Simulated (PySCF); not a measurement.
PySCF 2.14 output of an unrestricted r2SCAN calculation on a single atom or ion in aug-cc-pVDZ-PP with ECP28MDF (5s5p4d2f, 54 functions), with scalar relativity through the core potential:

```
SCF conv_tol = 1e-09
number electrons alpha = 8  beta = 4
    J. W. Furness, A. D. Kaplan, J. Ning, J. P. Perdew, and J. Sun.,  J. Phys. Chem. Lett. 11, 8208-8215 (2020)
    J. W. Furness, A. D. Kaplan, J. Ning, J. P. Perdew, and J. Sun.,  J. Phys. Chem. Lett. 11, 9248-9248 (2020)
    J. W. Furness, A. D. Kaplan, J. Ning, J. P. Perdew, and J. Sun.,  J. Phys. Chem. Lett. 11, 8208-8215 (2020)
    J. W. Furness, A. D. Kaplan, J. Ning, J. P. Perdew, and J. Sun.,  J. Phys. Chem. Lett. 11, 9248-9248 (2020)
cycle= 1 E= -56.2537245504876  delta_E= -0.00426  |g|= 0.00853  |ddm|= 0.967
cycle= 2 E= -56.253805216809  delta_E= -8.07e-05  |g|= 0.00442  |ddm|= 0.0465
cycle= 3 E= -56.2538162869464  delta_E= -1.11e-05  |g|= 0.000631  |ddm|= 0.0343
cycle= 4 E= -56.2538168386769  delta_E= -5.52e-07  |g|= 4.61e-05  |ddm|= 0.00626
cycle= 5 E= -56.2538168408778  delta_E= -2.2e-09  |g|= 4.19e-06  |ddm|= 0.000636
cycle= 6 E= -56.2538168408977  delta_E= -1.99e-11  |g|= 1.62e-07  |ddm|= 8.9e-05
converged SCF energy = -56.2538168408977  <S^2> = 6.0012766  2S+1 = 5.0005106
```

The run itself started from symmetry-adapted Hartree-Fock orbitals and held the occupation by maximum overlap, on a logarithmic radial grid, so the iterations belong to that start.

Problem. Which element, charge and spin multiplicity is this?

Solution. Nb⁺ (niobium, charge +1), multiplicity 5; the state was [Kr] 4d3 5p1, one real determinant (an excited configuration).

⟨L²⟩ = 14.01 against 20 for a pure G term, so this real determinant mixes terms. Energies and moments cover only the electrons outside the core potential.
